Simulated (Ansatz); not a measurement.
C2H3AlO2, SMILES `C#[C][Al]([OH])[OH]`, charge 0, multiplicity 1.

Task: Give a relaxed structure at PBE0-D4/def2-TZVP (the Gaussian-basis code of Ansatz). (Best estimate.)

Result: Computed: 
```xyz
8

C    -0.578    0.384   -2.352
C    -0.361    0.191   -1.179
Al    0.037   -0.108    0.650
O     1.627   -0.184    1.214
O    -1.236   -0.301    1.736
H    -0.779    0.554   -3.386
H     2.390   -0.082    0.647
H    -1.100   -0.453    2.670
```
Point group Cs.
